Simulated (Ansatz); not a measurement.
C6H15N, SMILES `CC(C)NC(C)C`, 22 atoms. The species carries charge 0 and has multiplicity 1. Hardware: A = 2 threads of an AMD EPYC 7R13 on a shared host; B = 2 threads of an AMD EPYC 7R13 on a shared host and a share of an NVIDIA H100 80 GB. Correlated methods freeze the cores.

Task: How many basis functions does each run have, and how long does it take in Ansatz? RKS ωB97M-V/def2-SVP energy [A]; RKS PBE0-D4/def2-TZVP relaxation (9 steps) [B]; RKS B2PLYP (frozen core)/def2-TZVPP energy [B]; RKS PBE-D4/def2-TZVPP energy and forces [B]; direct RPA on PBE orbitals/def2-TZVPP energy [B]; RKS B3LYP-D4/def2-TZVPP energy and forces [B]; RKS PBE0-D4/def2-SVP energy [A]; RHF-CCSD(T)/def2-TZVPP energy [B]; RHF-MP2/def2-QZVPP energy [B]; RKS PBE0-D4/def2-QZVPP energy [B]; RKS r2SCAN0-D4/def2-TZVPP energy [B]; RHF-CCSD(T)/def2-SVP energy [B]. (Best estimate.)

Result: The calculation gave: Other jobs shared the machine, so times are rough.

```json
{"level": "RKS PBE0-D4/def2-SVP", "job": "energy [A]", "functions": "173", "wall time": "3.9 s", "peak host memory (GiB)": "0.57"}
{"level": "direct RPA on PBE orbitals/def2-TZVPP", "job": "energy [B]", "functions": "427", "wall time": "4.6 s", "peak host memory (GiB)": "2.1"}
{"level": "RHF-CCSD(T)/def2-SVP", "job": "energy [B]", "functions": "173", "wall time": "4.6 s", "peak host memory (GiB)": "0.84"}
{"level": "RKS PBE0-D4/def2-QZVPP", "job": "energy [B]", "functions": "849", "wall time": "4.7 s", "peak host memory (GiB)": "1.4"}
{"level": "RKS B3LYP-D4/def2-TZVPP", "job": "energy and forces [B]", "functions": "427", "wall time": "4.7 s", "peak host memory (GiB)": "1"}
{"level": "RKS PBE-D4/def2-TZVPP", "job": "energy and forces [B]", "functions": "427", "wall time": "4.7 s", "peak host memory (GiB)": "0.95"}
{"level": "RKS r2SCAN0-D4/def2-TZVPP", "job": "energy [B]", "functions": "427", "wall time": "5 s", "peak host memory (GiB)": "0.97"}
{"level": "RKS B2PLYP (frozen core)/def2-TZVPP", "job": "energy [B]", "functions": "427", "wall time": "6 s", "peak host memory (GiB)": "2.1"}
{"level": "RKS ωB97M-V/def2-SVP", "job": "energy [A]", "functions": "173", "wall time": "13 s", "peak host memory (GiB)": "0.75"}
{"level": "RHF-MP2/def2-QZVPP", "job": "energy [B]", "functions": "849", "wall time": "15 s", "peak host memory (GiB)": "9.1"}
{"level": "RHF-CCSD(T)/def2-TZVPP", "job": "energy [B]", "functions": "427", "wall time": "24 s", "peak host memory (GiB)": "2"}
{"level": "RKS PBE0-D4/def2-TZVP", "job": "relaxation (9 steps) [B]", "functions": "307", "wall time": "34 s", "peak host memory (GiB)": "0.97"}
```

B3LYP here is the variant with VWN-RPA as its local correlation; programs differ in this.
